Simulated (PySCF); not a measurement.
An unknown is described by computed data only.

Formula: C3H8O2Si.

| Property | Result |
| --- | --- |
| Rotational structure | rotational constants A, B, C: 6.256, 1.531, 1.386 GHz [GFN2-xTB] |
| UV, first state | lowest singlet excitation: 5.12 eV (242 nm, f = 0.003) [TDDFT CAM-B3LYP/def2-SVPD] |
| 13C NMR | chemical shifts (computed TMS as zero) by class: 186.1 (1 C), 61.9 (1 C), 17.0 (1 C) ppm [GIAO PBE0/pcSseg-1] |
| Triplet | lowest triplet excitation (Tamm–Dancoff): 4.46 eV [TDA CAM-B3LYP/def2-SVPD] |
| Polarisability | 71.2 au [CAM-B3LYP/def2-SVPD] |
| NMR, other nuclei | isotropic shieldings of nuclei other than C and H, by class: -183 (1 O), 85 (1 O), 435 (1 Si) ppm [GIAO PBE0/pcSseg-1] |
| XPS | Si2p3/2 107.0, C1s 290.9, C1s 292.4, C1s 293.9, O1s 537.6, O1s 539.2, Si1s 1846.7 eV [ΔSCF SCAN, pcX-2 on the ionised atom, pcseg-1 elsewhere, spin-free X2C, 2p3/2 from a spin–orbit splitting computed afterwards within the 2p shell] |
| UV, strongest line | among the 8 lowest singlet transitions: S5 at 8.04 eV (154 nm, f = 0.184) [TDDFT CAM-B3LYP/def2-SVPD] |

The electronic properties come from PySCF, for the isolated species, density fitting. Levels stand in brackets. Geometry: GFN2-xTB, one conformer, isolated molecule. Each NMR value is the plain mean over a class of atoms that symmetry, rotation or inversion makes alike.

Q: What is the compound? Reason from the data.

A: Numbering: `[CH3:1][CH2:2][O:3][C:4](=[O:5])[SiH3:6]`. Its formula, C3H8O2Si, gives 1 degree of unsaturation: 0 rings and 1 π bond in the structure found. 3 carbons fall into 3 classes; from least to most shielded: carbonyl carbon [C4] (186.1 ppm), sp3 carbon bound to oxygen [C2] (61.9 ppm), methyl carbon [C1] (17.0 ppm). The other shieldings belong to: -183 ppm, carbonyl oxygen [O5]; 85 ppm, oxygen singly bound to a carbonyl carbon [O3]; 435 ppm, SiH3 silicon [Si6]. The core levels belong to: Si2p3/2 107.0 eV, SiH3 silicon [Si6]; C1s 290.9 eV, methyl carbon [C1]; C1s 292.4 eV, sp3 carbon bound to oxygen [C2]; C1s 293.9 eV, carbonyl carbon [C4]; O1s 537.6 eV, carbonyl oxygen [O5]; O1s 539.2 eV, oxygen singly bound to a carbonyl carbon [O3]; Si1s 1846.7 eV, SiH3 silicon [Si6]. The optimised geometry has point group C1 and is an asymmetric top. Structure: `CCOC(=O)[SiH3]`. Computed isomers that give other values at the same levels: `[SiH3]OC1COC1` (rotational constant A: 8.776 GHz; this holds for the one conformer computed); `O=C(O)CC[SiH3]` (core binding energies: Si2p3/2 106.1, C1s 290.3, C1s 291.4, C1s 295.1, O1s 538.1, O1s 540.3, Si1s 1845.9 eV); `[SiH3]O[C@@H]1CCO1` (13C chemical shifts (computed TMS as zero) by class: 102.6 (1 C), 66.8 (1 C), 35.2 (1 C) ppm). The assignments are read from this structure; whether some other isomer fits the data as well wasn't checked.

Conformer computed: `[CH3:1][CH2:2][O:3][C:4](=[O:5])[SiH3:6]`: C1–C2–O3–C4 84°, C2–O3–C4–O5 1°.
